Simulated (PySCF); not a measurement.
Ionisation energy of Nb(32+) by level of theory

Nb(32+) [He] 2s2 2p5 (2P) → Nb(33+) [He] 2s2 2p4 (3P), as a difference of total energies. All numbers are calculated (PySCF 2.14, scalar relativity by spin-free X2C-1e, in an even-tempered Gaussian basis (19 s from 11 bohr⁻², ratio 2.2; 12 p from 14 bohr⁻², ratio 2.2; 6 d from 61 bohr⁻², ratio 2.4; 5 f from 92 bohr⁻², ratio 2.4; 4 g from 140 bohr⁻², ratio 2.4)). Correlated levels: nothing frozen; virtual orbitals above 40 to 60 times the deepest correlated orbital energy dropped. The calculations carry no spin-orbit coupling.

| method | ionisation energy (eV) |
| --- | --- |
| UHF | 4212.3 |
| LDA | 4210.9 |
| PBE | 4212.5 |
| PBE0 | 4212.9 |
| r2SCAN | 4215.2 |
| M06-L | 4214.9 |
| r2SCAN0 | 4214.9 |
| MP2 (all electrons) | 4213.9 |
| SCS-MP2 (all electrons) | 4213.9 |

Spin-orbit coupling is strong in these open shells (close to jj coupling). The scalar numbers leave it out and a first-order estimate fails, so it can dominate the gap to the real levels.

For this ion Breit and QED terms and the two-electron picture change, all absent here, outweigh the differences among the correlated methods.

For comparison: 4187 ± 7 eV (semi-empirical (NIST evaluation); NIST Atomic Spectra Database, ionization energies).
